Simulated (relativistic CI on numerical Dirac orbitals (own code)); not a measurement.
**Ni⁴⁺ (3d6) in a crystal field**

Calculated by Dirac-Coulomb-Breit CI, orbitals from a KLI potential per configuration, model QED, valence Slater integrals scaled by 0.75, one configuration in a parametric crystal field (own radial code).

Field parameters in Wybourne normalisation: D3d B²₀ = −7Dσ, B⁴₀ = −14Dq − 21Dτ, B⁴₃ = −14√(10/7) Dq. The field is a parameter set, without covalency.

S is read from ⟨S²⟩ = S(S + 1).

Levels (cm⁻¹, degeneracy): 0 (1), 20891 (2), 20983 (2), 21123 (1), 21263 (1), 22301 (2), 22444 (1), 27935 (2), 28307 (2), 28477 (1), 28569 (1), 28911 (2).

Which field gives this pattern?
A. D3d, 10Dq = 35200, Dσ = 510, Dτ = -420 cm⁻¹
B. D3d, 10Dq = 29000, Dσ = 980, Dτ = -50 cm⁻¹
C. D3d, 10Dq = 38200, Dσ = -290, Dτ = -380 cm⁻¹
D. D3d, 10Dq = 12900, Dσ = -100, Dτ = -450 cm⁻¹

A. D3d, 10Dq = 35200, Dσ = 510, Dτ = -420 cm⁻¹, ground level with S = 0.01.
